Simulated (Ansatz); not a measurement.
Reaction (formal hydrolysis of the Si–C bond): `C[SiH]([AlH2])CF` + H₂O → `O[SiH]([AlH2])CF` + CH₄

Program: Ansatz. Geometries: PBE0-D4/def2-TZVP. ΔE: electronic, gas phase. CCSD(T)/CBS is the MP2 limit (def2-TZVPP, def2-QZVPP) plus CCSD(T) − MP2 in def2-TZVPP, frozen cores. This one scheme is used for every species. DFT in def2-TZVPP. B3LYP here is the variant with VWN-RPA as its local correlation; programs differ in this. Each species was taken in one conformer, which may not be the lowest.

(1) Is it downhill or uphill in electronic energy at CCSD(T)/CBS, and by how much? (An estimate is asked.)

(2) What do these levels give: r2SCAN-D4, B3LYP-D4, B2PLYP, PBE0, B3LYP, HF/def2-TZVPP, MP2/def2-TZVPP, CCSD/def2-TZVPP, CCSD(T)/def2-TZVPP, SCS-MP2/def2-QZVPP, MP2/CBS(def2), CCSD/CBS(def2)? (Best estimate.)

Largest T1 diagnostic among the species: 0.012.

## Answers

(1) Ansatz gave: Downhill: ΔE = -81.2 kJ/mol.

(2) The calculation gave: r2SCAN-D4 -86.5, B3LYP-D4 -88.7, B2PLYP -90.6, PBE0 -80.2, B3LYP -92.8, HF/def2-TZVPP -100.5, MP2/def2-TZVPP -83.2, CCSD/def2-TZVPP -84.4, CCSD(T)/def2-TZVPP -82.5, SCS-MP2/def2-QZVPP -87.1, MP2/CBS(def2) -81.9, CCSD/CBS(def2) -83.1 kJ/mol.

The D4 term adds +4.1 kJ/mol with B3LYP and +2.4 kJ/mol with PBE0; it sums over pairs of atoms, weighted by their polarisabilities, and B3LYP, whose exchange is more repulsive, gets the larger term. In def2-TZVPP, CCSD(T) changes the Hartree–Fock value by +18.0 kJ/mol (the triples alone add +1.9 kJ/mol) and MP2 by +17.3 kJ/mol.
